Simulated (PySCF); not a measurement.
Bi(Cl)(OH)2, SMILES [OH][Bi]([Cl])[OH] at its CAM-B3LYP/def2-SVP optimised geometry (Å):

```
6

Bi    -1.0465    -1.2434     0.0000
Cl    -1.2779    -1.5195     2.4537
O      1.0208    -1.2434     0.0000
H      1.4137    -0.8744     0.8038
O     -1.4137     0.7910     0.0000
H     -1.1182     1.2434     0.8029
```

Method: CAM-B3LYP/def2-TZVP, def2 effective core potentials past Kr run with PySCF. The core electrons that the potentials of Bi replace are not part of the density.

Map of the electrostatic potential (hartree/e), clipped to [-0.08, 0.12] on the plane z = 0.8 Å:

```
|......:::::::::::::::::::::::::|
|......:::::::::::::::::::::::::|
|......:::::::::::::::::::::::::|
|......:::------::::::::::::::::|
|......::--===----::::::::::::::|
|......:-==+++==---:::::::::::::|
|......:-+#%%#*==--:::::::::::::|
|..  ..:+%@@@@%+=---::::::::::::|
|.    .-*@@@@@@#+=--::::::::::::|
|     .-%@@@@@@%+=---:::::::::::|
|     .-@@@@@@@%+=-----:::::::::|
|.     -@@@@@@@#+=--------::::::|
|.     -%@@@@@@*+==--------:::::|
|..   .:*@@@@@%*++=======---::::|
|.....:-*@@@@@@%*++=+++++=---:::|
|::::-=+%@@@@@@@%#***#%%#+=--:::|
|:--=+*@@@@@@@@@@%##@@@@@#+=--::|
|--=+#@@@@@@@@@@@@@@@@@@@@*=--::|
|-=+*%@@@@@@@@@@@@@@@@@@@@#=--::|
|==+#@@@@@@@@@@@@@@@@@@@@@#=-:::|
|==*#@@@@@@@@@@@@@@@@@@@@@*=-:::|
|=+*%@@@@@@@@@@@@@@@@@@@@*=-::::|
|=+*#@@@@@@@@@@@@@%%@@@%+=-::::.|
|==+#@@@@@@@@@@@@@+===--::......|
|==+*%@@@@@@@@@@@#=:... ........|
|-=++#%@@@@@@@@@@*-.       .....|
|-==+*#%@@@@@@@@#=-.       .....|
|--==+**#%@@@@%#+=:.       .....|
|--===++**####*+=-:..     ......|
|----===+++**++==-::... ........|
|-----=====+====--::............|
```
Scale: ten equal steps from -0.032 (start of ' ') to 0.120 (end of '@'), in the order ' .:-=+*#%@'; x runs from -3.50 to 3.50, y from -3.50 (bottom) to 3.50 (top).
